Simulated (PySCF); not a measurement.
## Ca⁺: excitation energy

Ca⁺ [Ar] 4s1 (2S) → Ca⁺ [Ar] 3d1 (2D), as a difference of total energies. Calculation: PySCF 2.14, in x2c-QZVPPall; scalar relativity by spin-free X2C-1e. Correlated levels: valence and next inner shell: [Ne] frozen. The calculations carry no spin-orbit coupling.

```json
{"method": "UHF", "excitation energy (eV)": "2.024", "error (eV)": "+0.327"}
{"method": "LDA", "excitation energy (eV)": "1.281", "error (eV)": "-0.416"}
{"method": "PBE", "excitation energy (eV)": "1.190", "error (eV)": "-0.507"}
{"method": "PBE0", "excitation energy (eV)": "1.286", "error (eV)": "-0.411"}
{"method": "r2SCAN", "excitation energy (eV)": "1.126", "error (eV)": "-0.571"}
{"method": "CAM-B3LYP", "excitation energy (eV)": "1.362", "error (eV)": "-0.335"}
{"method": "BHandHLYP", "excitation energy (eV)": "1.494", "error (eV)": "-0.203"}
{"method": "M06-2X", "excitation energy (eV)": "1.566", "error (eV)": "-0.131"}
{"method": "BP86", "excitation energy (eV)": "1.138", "error (eV)": "-0.559"}
{"method": "MP2 (valence and next inner shell)", "excitation energy (eV)": "1.954", "error (eV)": "+0.257"}
{"method": "SCS-MP2 (valence and next inner shell)", "excitation energy (eV)": "1.941", "error (eV)": "+0.244"}
```

Reference: 1.697 eV (measured; NIST levels, between the centres of gravity of the two terms).

Errors of the correlated levels include the incompleteness of this basis and the frozen core.
